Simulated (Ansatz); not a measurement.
`[F][GeH2][I]` + silanol → `[OH][GeH2][F]` + `[SiH3]I` at 600 K and 1 bar (redistribution).

Calculated with Ansatz (gas phase, PBE0-D4/def2-TZVP geometries, no zero-point term in ΔE). CCSD(T)/CBS is the MP2 limit (def2-TZVPP, def2-QZVPP) plus CCSD(T) − MP2 in def2-TZVPP, frozen cores. Elements past krypton have def2 core potentials. For Ge, I outer-core shells are correlated without core-valence functions, which leaves a few kJ/mol of doubt a bond. Scalar relativity is left out up to krypton. Each species was taken in one conformer, which may not be the lowest.

| species | CCSD(T)/CBS energy (Eh) | H − E (kJ/mol) | S (J/(mol·K)) |
| --- | --- | --- | --- |
| `[F][GeH2][I]` | -2474.61172 | 87.3 | 368.3 |
| `O[SiH3]` | -366.69042 | 135.7 | 307.9 |
| `[OH][GeH2][F]` | -2252.93819 | 124.2 | 350.1 |
| `[SiH3]I` | -588.34840 | 98.3 | 316.4 |

H − E and S are ideal-gas, rigid-rotor, harmonic terms from PBE0-D4/def2-TZVP, for one conformer and one mirror image of each species. 1 Eh = 2625.50 kJ/mol, R = 8.31446 J/(mol·K).

**Question.** By hand: ΔE, ΔH, ΔS and ΔG.

**Answer.** ΔE = (-2252.93819) + (-588.34840) − (-2474.61172) − (-366.69042) = 0.01555 Eh = 40.8 kJ/mol. Δ(H − E) = 124.2 + 98.3 − 87.3 − 135.7 = -0.5, so ΔH = 40.3 kJ/mol. ΔS = 350.1 + 316.4 − 368.3 − 307.9 = -9.7 J/(mol·K). ΔG = 40.3 − 600 × (-9.7)/1000 = 46.1 kJ/mol.

**Question.** By hand: the equilibrium constant, and the temperature at which ΔG would vanish if ΔH and ΔS stayed fixed.

**Answer.** log₁₀ K = −ΔG/(RT ln 10) = -4.0. ΔH and −TΔS have one sign here, so there is no such temperature.

The number of gas molecules stays the same, so ΔS is small and ΔH decides. A doubt of 5 kJ/mol in ΔE shifts log₁₀ K by 0.4 here. Other conformers and mirror images would add mixing entropy, several J/(mol·K) or more a flexible species. These are equilibria of isolated gas molecules and say nothing of rates. Largest T1 diagnostic: 0.012 (customary marks: 0.02 for closed shells, 0.045 for open ones).

ΔS is within the doubt of such terms, so its sign, and with it that verdict, could turn.
